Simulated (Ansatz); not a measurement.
System: CBr4, charge 0, singlet. CBr4 (tetrabromomethane, SMILES BrC(Br)(Br)Br).
B3LYP-D3(BJ)/def2-TZVP minimum from Ansatz (a first-principles code):
```
C
Br 1 1.9535
Br 1 1.9535 2 109.47
Br 1 1.9535 2 109.47 3 120.00
Br 1 1.9535 2 109.47 4 120.00
```
Charge 0, spin multiplicity 1.

Total energies in hartree (Ansatz). UHF or UKS for unpaired electrons; spin-orbit terms are left out. Correlated methods leave the cores frozen (noble-gas shells, and filled d and f shells in the p block). No relativity. Spin-orbit terms, left out, reach several kcal/mol for Br and I, and more for heavier atoms.

| species | HF/cc-pVTZ | CCSD(T)/cc-pVTZ | HF/cc-pVQZ | CCSD(T)/cc-pVQZ | CCSD(T)/cc-pVDZ | CCSDT(Q)/cc-pVDZ |
|---|---|---|---|---|---|---|
| 1: CBr4 (tetrabromomethane, SMILES BrC(Br)(Br)Br) | -10327.67786 | -10328.58444 | -10327.69231 | -10328.68311 | -10328.02188 | -10328.02418 |
| 2: Br (doublet) | -2572.44509 | -2572.60263 | -2572.44802 | -2572.62195 | -2572.47590 | -2572.47619 |
| 3: C (triplet) | -37.69157 | -37.78076 | -37.69331 | -37.78654 | -37.76038 | -37.76071 |

Q: Work out the atomisation energy (electronic, to ground-state atoms) in kcal/mol: take Hartree-Fock from cc-pVQZ, extrapolate the CCSD(T) correlation energy as X^-3 (X = 3, 4), and add CCSDT(Q) - CCSD(T) in cc-pVDZ. 1 hartree = 627.51 kcal/mol.

A: 
Species 1: correlation (64·(-0.99080) - 27·(-0.90658))/37 = -1.05226; step -0.00230; E1 = -10327.69231 + (-1.05226) + (-0.00230) = -10328.74687
Species 2: correlation (64·(-0.17393) - 27·(-0.15754))/37 = -0.18589; step -0.00029; E2 = -2572.44802 + (-0.18589) + (-0.00029) = -2572.63420
Species 3: correlation (64·(-0.09323) - 27·(-0.08919))/37 = -0.09618; step -0.00033; E3 = -37.69331 + (-0.09618) + (-0.00033) = -37.78982
-1·E1 +4·E2 +1·E3 = 0.42025 hartree = 263.7 kcal/mol.
